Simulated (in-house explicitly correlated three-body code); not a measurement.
Computed with an exponentially correlated three-body code. Model: two electrons around a point charge, non-relativistic, variational in 260 exponentially correlated functions (energies converged to about 1e-7 hartree, or 1e-8 relative for large Z).

Command:
```bash
python run_hyl.py task.json out
```
Settings (lengths in bohr, energies in hartree):
```
Z                      1.5
screening              0.015
interaction_strength   1
functions              260
states_tried           13
```

Time taken, with all properties: 30 s on 1 thread of AMD EPYC 9R45 96-Core Processor (Zen 5), on a shared host.

**Those bound S and P states to n = 4 that converged, binding against the one-electron ion.**

Given: nuclear charge 1.5; Yukawa screening of all interactions 0.015 1/bohr.

Computed: one-electron threshold -1.10266764 hartree.

| term | energy (hartree) | binding (eV) |
| --- | --- | --- |
| 1 1S | -1.43549818 | 9.0568 |
| 2 3S | -1.14817894 | 1.2384 |
| 2 1S | -1.1370706 | 0.93615 |
| 2 3P | -1.12851435 | 0.70332 |
| 2 1P | -1.12692255 | 0.66001 |
| 3 3S | ? | ? |
| 3 1S | -1.1128863 | 0.27806 |
| 3 3P | -1.1107726 | 0.22055 |
| 3 1P | ? | ? |
| 4 3S | -1.10686472 | 0.11421 |
| 4 1S | -1.1060263 | 0.091394 |
| 4 3P | -1.10526623 | 0.070711 |
| 4 1P | -1.10508768 | 0.065853 |

Question: What belongs in the row 3 3S?

Answer: energy (hartree): -1.11538942; binding (eV): 0.34618.

Question: What belongs in the row 3 1P?

Answer: energy (hartree): -1.11028121; binding (eV): 0.20718.

**Converged states only, values per electron or pair (inverse distances are <exp(-kr)/r>).**

```tsv
term	mean r (bohr)	mean r squared (bohr²)	mean inverse r (1/bohr)	mean r12 (bohr)	mean inverse r12 (1/bohr)	mean cosine	mean p1 dot p2 (bohr⁻²)	delta r1 (bohr⁻³)	delta r12 (bohr⁻³)
1 1S	1.3567	2.6023	1.1736	2.1109	0.62019	-0.082944	0.095506	0.68202	0.028878
2 3S	4.1357	32.051	0.82516	7.3753	0.15022	-0.015721	0.0028393	0.54629	-
2 1S	5.1227	50.623	0.80887	9.3218	0.12374	-0.011616	0.0037456	0.54377	0.0013242
2 3P	5.2075	54.593	0.80182	9.4976	0.11973	-0.017448	-0.0095633	0.53466	-
2 1P	5.5655	62.26	0.79713	10.197	0.1089	-0.0078551	0.0062146	0.53704	4.466e-05
3 3S	10.491	228.75	0.77032	20.018	0.052404	-0.0035421	0.00061984	0.53906	-
3 1S	12.16	309.99	0.76613	23.35	0.045121	-0.0029635	0.00091163	0.5387	0.0003265
3 3P	?	?	?	?	?	?	?	?	-
3 1P	13.546	392.9	0.76275	26.119	0.040395	-0.0020457	0.0019138	0.53707	1.42e-05
4 3S	20.795	929.33	0.75401	40.606	0.021963	-0.0011809	0.00020434	0.53769	-
4 1S	?	?	?	?	?	?	?	?	?
4 3P	25.356	1402.1	0.7515	49.726	0.018113	-0.0016997	-0.0010182	0.53681	-
4 1P	26.309	1509	0.7509	51.632	0.016767	-0.00070928	0.00069457	0.53706	5.2516e-06
```

Question: What belongs in the row 3 3P?

Answer: mean r (bohr): 12.952; mean r squared (bohr²): 359.49; mean inverse r (1/bohr): 0.76424; mean r12 (bohr): 24.935; mean inverse r12 (1/bohr): 0.043777; mean cosine: -0.0048256; mean p1 dot p2 (bohr⁻²): -0.0028351; delta r1 (bohr⁻³): 0.53634.

Question: What belongs in the row 4 1S?

Answer: mean r (bohr): 23.44; mean r squared (bohr²): 1184.8; mean inverse r (1/bohr): 0.75238; mean r12 (bohr): 45.895; mean inverse r12 (1/bohr): 0.019019; mean cosine: -0.0010272; mean p1 dot p2 (bohr⁻²): 0.00031074; delta r1 (bohr⁻³): 0.53758; delta r12 (bohr⁻³): 0.00011218.

**Electric-dipole lines between converged S and P states, rate of the upper state's decay.**

```json
{"s state": "1 1S", "p state": "2 1P", "p minus s (eV)": "8.3968", "oscillator strength from s": "0.11961", "rate (1/s)": "1.2198e+08"}
{"s state": "1 1S", "p state": "3 1P", "p minus s (eV)": "8.8496", "oscillator strength from s": "0.032515", "rate (1/s)": "3.6832e+07"}
{"s state": "1 1S", "p state": "4 1P", "p minus s (eV)": "8.9909", "oscillator strength from s": "0.011386", "rate (1/s)": "1.3313e+07"}
{"s state": "2 1S", "p state": "2 1P", "p minus s (eV)": "0.27614", "oscillator strength from s": "0.6102", "rate (1/s)": "673010"}
{"s state": "2 1S", "p state": "3 1P", "p minus s (eV)": "0.72898", "oscillator strength from s": "0.040682", "rate (1/s)": "312690"}
{"s state": "2 1S", "p state": "4 1P", "p minus s (eV)": "0.8703", "oscillator strength from s": "0.014961", "rate (1/s)": "163900"}
{"s state": "3 1S", "p state": "2 1P", "p minus s (eV)": "?", "oscillator strength from s": "?", "rate (1/s)": "?"}
{"s state": "3 1S", "p state": "3 1P", "p minus s (eV)": "0.070888", "oscillator strength from s": "1.0016", "rate (1/s)": "72797"}
{"s state": "3 1S", "p state": "4 1P", "p minus s (eV)": "0.21221", "oscillator strength from s": "0.019215", "rate (1/s)": "12516"}
{"s state": "4 1S", "p state": "2 1P", "p minus s (eV)": "-0.56862", "oscillator strength from s": "-0.032418", "rate (1/s)": "454820"}
{"s state": "4 1S", "p state": "3 1P", "p minus s (eV)": "-0.11578", "oscillator strength from s": "-0.47502", "rate (1/s)": "276320"}
{"s state": "4 1S", "p state": "4 1P", "p minus s (eV)": "0.025541", "oscillator strength from s": "1.3623", "rate (1/s)": "12854"}
{"s state": "2 3S", "p state": "2 3P", "p minus s (eV)": "0.5351", "oscillator strength from s": "0.78996", "rate (1/s)": "3.2716e+06"}
{"s state": "2 3S", "p state": "3 3P", "p minus s (eV)": "?", "oscillator strength from s": "?", "rate (1/s)": "?"}
{"s state": "2 3S", "p state": "4 3P", "p minus s (eV)": "1.1677", "oscillator strength from s": "0.00079978", "rate (1/s)": "15774"}
{"s state": "3 3S", "p state": "2 3P", "p minus s (eV)": "-0.35715", "oscillator strength from s": "-0.35817", "rate (1/s)": "1.9824e+06"}
{"s state": "3 3S", "p state": "3 3P", "p minus s (eV)": "0.12563", "oscillator strength from s": "1.2695", "rate (1/s)": "289810"}
{"s state": "3 3S", "p state": "4 3P", "p minus s (eV)": "0.27547", "oscillator strength from s": "0.0052493", "rate (1/s)": "5761.4"}
{"s state": "4 3S", "p state": "2 3P", "p minus s (eV)": "-0.58912", "oscillator strength from s": "-0.035161", "rate (1/s)": "529510"}
{"s state": "4 3S", "p state": "3 3P", "p minus s (eV)": "-0.10634", "oscillator strength from s": "-0.70501", "rate (1/s)": "345930"}
{"s state": "4 3S", "p state": "4 3P", "p minus s (eV)": "0.043497", "oscillator strength from s": "1.675", "rate (1/s)": "45837"}
```

Question: What belongs in the row 3 1S 2 1P?

Answer: p minus s (eV): -0.38195; oscillator strength from s: -0.23782; rate (1/s): 1.5054e+06.

Question: What belongs in the row 2 3S 3 3P?

Answer: p minus s (eV): 1.0179; oscillator strength from s: 0.00012704; rate (1/s): 1903.8.

**Static dipole response.**

```tsv
state	polarisability (bohr³)
1 1S	6.8094
```
